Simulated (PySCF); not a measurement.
CH7AlBN, AlBH6N2, AlBH4N2, AlBH5NO and others (calculated)

Computed with PySCF 2.14.0. Calculation on a computer-drawn molecule: optimised geometry and harmonic frequencies of an isolated molecule of the commonest isotopes, restricted reference for singlets and unrestricted otherwise, frozen core in MP2.

Common to all runs: charge 0; multiplicity 1; method HF; basis cc-pV(D+d)Z.

```yaml
- entry: 1
  formula: CH7AlBN
  start_structure:
    atoms_angstrom:
      - ["N", -1.2014, -0.684, 1.8795]
      - [B, 0.0605, -0.0096, 1.769]
      - [C, 0.095, 1.5755, 1.4248]
      - [Al, 0.0071, 1.9691, -0.5477]
      - [H, -1.2783, -1.6166, 2.0347]
      - [H, -2.0056, -0.1898, 1.7193]
      - [H, 1.0267, -0.6456, 1.8914]
      - [H, -0.7232, 2.0454, 1.9188]
      - [H, 1.0244, 2.0389, 1.8482]
      - [H, 1.1364, 2.7605, -1.2796]
      - [H, -1.2352, 1.5801, -1.4066]
  given:
    drawn_bonds_atom: [1, 2, 3, 1, 1, 2, 3, 3, 4, 4]
    drawn_bonds_other_atom: [2, 3, 4, 5, 6, 7, 8, 9, 10, 11]
    drawn_bonds_order: [1, 1, 1, 1, 1, 1, 1, 1, 1, 1]
  results:
    optimised_atom_element: ["N", B, C, Al, H, H, H, H, H, H, H]
    "optimised_atom_x [angstrom]": [-1.115, 0.03472, -0.02262, 0.03528, -1.083, -2.039, 1.093, -0.9387, 0.8448, 1.412, -1.314]
    "optimised_atom_y [angstrom]": [-0.7184, 0.05905, 1.605, 1.984, -1.702, -0.3376, -0.5232, 2.062, 2.105, 2.166, 2.123]
    "optimised_atom_z [angstrom]": [1.886, 1.706, 1.418, -0.512, 2.052, 1.912, 1.721, 1.813, 1.864, -1.275, -1.333]
    "modes_frequency [cm^-1]": [65.21, 89.09, 184.6, 380.7, 463.5, 518.5, 574.9, 599.9, 708.3, 779.3, 855.1, 889.3, 943.7, 987.3, 1071, 1127, 1233, 1420, 1523, 1751, 1964, 1976, 2643, 3145, 3203, 3813, 3918]
    "modes_reduced_mass [dalton]": [2.663, 1.154, 2.028, 2.034, 1.076, 1.209, 2.379, 1.228, 1.503, 1.459, 1.079, 1.689, 1.095, 1.427, 1.639, 1.299, 1.761, 2.342, 1.203, 1.215, 1.056, 1.029, 1.094, 1.058, 1.102, 1.051, 1.098]
    "rotational_constants [GHz]": [13.91, 2.65, 2.491]
    "total_energy [hartree]": -363.0457
    "convergence_status_largest_gradient_component [hartree/bohr]": 1.604e-05
- entry: 2
  formula: AlBH6N2
  start_structure:
    atoms_angstrom:
      - ["N", -0.3552, 1.6575, 2.4589]
      - [B, 0.3665, 1.3965, 1.2736]
      - ["N", -0.3399, 0.7879, 0.1926]
      - [Al, -2.0164, 0.1847, -0.1113]
      - [H, -1.3259, 1.3962, 2.5627]
      - [H, 0.0282, 2.1365, 3.254]
      - [H, 1.4491, 1.6505, 1.1444]
      - [H, 0.2883, 0.6212, -0.6556]
      - [H, -3.1259, 0.1931, 0.9678]
      - [H, -2.3584, -0.5057, -1.4398]
  given:
    drawn_bonds_atom: [1, 2, 3, 1, 1, 2, 3, 4, 4]
    drawn_bonds_other_atom: [2, 3, 4, 5, 6, 7, 8, 9, 10]
    drawn_bonds_order: [1, 1, 1, 1, 1, 1, 1, 1, 1]
  results:
    optimised_atom_element: ["N", B, "N", Al, H, H, H, H, H, H]
    "optimised_atom_x [angstrom]": [-0.3821, 0.2854, -0.3463, -2.003, -1.34, 0.07993, 1.447, 0.2894, -3.069, -2.35]
    "optimised_atom_y [angstrom]": [1.656, 1.378, 0.7408, 0.1331, 1.44, 2.1, 1.698, 0.6283, 0.2709, -0.5273]
    "optimised_atom_z [angstrom]": [2.465, 1.258, 0.1315, -0.1297, 2.646, 3.228, 1.18, -0.6384, 1.027, -1.52]
    "modes_frequency [cm^-1]": [151.0, 166.2, 205.9, 399.1, 459.6, 597.4, 599.6, 669.0, 681.9, 728.7, 850.6, 970.1, 1006, 1096, 1198, 1398, 1462, 1751, 1991, 2001, 2653, 3780, 3825, 3931]
    "modes_reduced_mass [dalton]": [1.857, 3.542, 1.139, 1.193, 1.741, 1.23, 1.678, 1.195, 1.159, 3.307, 1.139, 1.664, 1.404, 1.436, 1.532, 1.862, 2.769, 1.217, 1.059, 1.027, 1.095, 1.074, 1.051, 1.098]
    "rotational_constants [GHz]": [14.62, 3.256, 2.663]
    "total_energy [hartree]": -379.1131
    "convergence_status_largest_gradient_component [hartree/bohr]": 3.338e-05
- entry: 3
  formula: AlBH4N2
  start_structure:
    atoms_angstrom:
      - ["N", 1.0953, -1.2355, 0.548]
      - [B, 1.7585, -1.1344, -0.6925]
      - ["N", 1.832, 0.0463, -1.4365]
      - [Al, 1.2032, 1.6716, -1.1386]
      - [H, 0.6502, -0.5093, 1.0254]
      - [H, 1.1013, -2.1475, 1.1171]
      - [H, 2.2099, -2.0651, -1.1188]
      - [H, 0.512, 2.9922, -0.6711]
  given:
    drawn_bonds_atom: [1, 2, 3, 1, 1, 2, 4]
    drawn_bonds_other_atom: [2, 3, 4, 5, 6, 7, 8]
    drawn_bonds_order: [1, 1, 2, 1, 1, 1, 1]
  results:
    optimised_atom_element: ["N", B, "N", Al, H, H, H, H]
    "optimised_atom_x [angstrom]": [1.153, 1.6, 1.359, 1.147, 0.6418, 1.322, 2.211, 0.9291]
    "optimised_atom_y [angstrom]": [-1.62, -0.9997, 0.3667, 1.905, -1.129, -2.58, -1.713, 3.389]
    "optimised_atom_z [angstrom]": [0.6991, -0.4896, -0.7815, -1.222, 1.402, 0.9053, -1.26, -1.621]
    "modes_frequency [cm^-1]": [124.9, 142.2, 359.7, 434.9, 465.8, 481.4, 645.7, 753.7, 977.8, 1024, 1196, 1323, 1565, 1729, 2117, 2581, 3818, 3931]
    "modes_reduced_mass [dalton]": [5.042, 3.668, 1.22, 2.075, 1.435, 1.154, 1.241, 2.879, 1.459, 1.442, 1.795, 2.54, 7.432, 1.23, 1.055, 1.09, 1.05, 1.098]
    "rotational_constants [GHz]": [44.13, 2.551, 2.411]
    "total_energy [hartree]": -377.8663
    "convergence_status_largest_gradient_component [hartree/bohr]": 2.802e-05
- entry: 4
  formula: AlBH5NO
  start_structure:
    atoms_angstrom:
      - ["N", -3.0404, -1.9542, 0.2131]
      - [B, -1.93, -1.188, 0.6637]
      - [O, -2.1379, -0.1057, 1.4745]
      - [Al, -2.408, 1.1993, 2.4489]
      - [H, -2.9702, -2.7387, -0.345]
      - [H, -3.9682, -1.7264, 0.509]
      - [H, -0.8398, -1.5203, 0.3632]
      - [H, -1.3346, 1.9327, 2.9736]
      - [H, -3.8481, 1.4637, 2.8191]
  given:
    drawn_bonds_atom: [1, 2, 3, 1, 1, 2, 4, 4]
    drawn_bonds_other_atom: [2, 3, 4, 5, 6, 7, 8, 9]
    drawn_bonds_order: [1, 1, 1, 1, 1, 1, 1, 1]
  results:
    optimised_atom_element: ["N", B, O, Al, H, H, H, H, H]
    "optimised_atom_x [angstrom]": [-2.967, -2.171, -2.743, -2.436, -2.592, -3.963, -0.9725, -0.9546, -3.679]
    "optimised_atom_y [angstrom]": [-2.086, -1.126, -0.1504, 1.202, -2.815, -2.093, -1.181, 1.685, 1.926]
    "optimised_atom_z [angstrom]": [0.1236, 0.7581, 1.524, 2.491, -0.4435, 0.206, 0.613, 2.723, 3.125]
    "modes_frequency [cm^-1]": [28.28, 99.39, 125.2, 403.7, 437.0, 594.9, 652.9, 675.9, 721.7, 851.3, 1004, 1013, 1197, 1253, 1472, 1735, 2007, 2022, 2647, 3821, 3936]
    "modes_reduced_mass [dalton]": [1.58, 3.512, 2.513, 3.21, 1.217, 1.232, 1.185, 1.2, 2.714, 1.11, 1.496, 1.773, 1.381, 4.362, 3.41, 1.263, 1.054, 1.032, 1.093, 1.051, 1.098]
    "rotational_constants [GHz]": [41.84, 2.493, 2.353]
    "total_energy [hartree]": -398.9773
    "convergence_status_largest_gradient_component [hartree/bohr]": 3.727e-05
- entry: 5
  formula: BH7N2Si
  start_structure:
    atoms_angstrom:
      - ["N", 1.6338, -1.1443, 0.4743]
      - [B, 1.4301, -0.8729, -0.8568]
      - [Si, -0.3201, -0.1628, -1.5121]
      - ["N", -1.1899, 0.3755, -0.1644]
      - [H, 0.8419, -0.9837, 1.1186]
      - [H, 2.4296, -1.5469, 0.8762]
      - [H, 2.2649, -1.1325, -1.5753]
      - [H, -1.2247, -1.1801, -2.043]
      - [H, -0.2482, 0.8161, -2.5492]
      - [H, -2.1973, 0.6809, -0.2836]
      - [H, -0.805, 1.0736, 0.4748]
  given:
    drawn_bonds_atom: [1, 2, 3, 1, 1, 2, 3, 3, 4, 4]
    drawn_bonds_other_atom: [2, 3, 4, 5, 6, 7, 8, 9, 10, 11]
    drawn_bonds_order: [1, 1, 1, 1, 1, 1, 1, 1, 1, 1]
  results:
    optimised_atom_element: ["N", B, Si, "N", H, H, H, H, H, H, H]
    "optimised_atom_x [angstrom]": [1.594, 1.426, -0.3629, -1.229, 0.8682, 2.427, 2.34, -1.218, -0.1847, -2.215, -0.8309]
    "optimised_atom_y [angstrom]": [-1.158, -0.9129, -0.1598, 0.4176, -0.9913, -1.545, -1.17, -1.217, 0.8776, 0.5779, 1.203]
    "optimised_atom_z [angstrom]": [0.4814, -0.8748, -1.497, -0.0943, 1.149, 0.8759, -1.616, -2.101, -2.556, -0.1975, 0.3902]
    "modes_frequency [cm^-1]": [125.0, 133.2, 224.0, 400.4, 442.2, 558.9, 594.2, 642.0, 690.7, 765.7, 818.3, 901.8, 962.8, 980.1, 1011, 1043, 1223, 1401, 1705, 1753, 2234, 2275, 2664, 3743, 3796, 3827, 3900]
    "modes_reduced_mass [dalton]": [1.949, 3.51, 1.122, 2.551, 1.169, 1.182, 3.072, 1.225, 1.402, 1.12, 3.518, 1.228, 1.137, 1.18, 1.257, 1.056, 1.543, 3.472, 1.103, 1.219, 1.044, 1.035, 1.095, 1.052, 1.05, 1.093, 1.099]
    "rotational_constants [GHz]": [9.806, 3.626, 2.768]
    "total_energy [hartree]": -426.6603
    "convergence_status_largest_gradient_component [hartree/bohr]": 4.63e-05
```
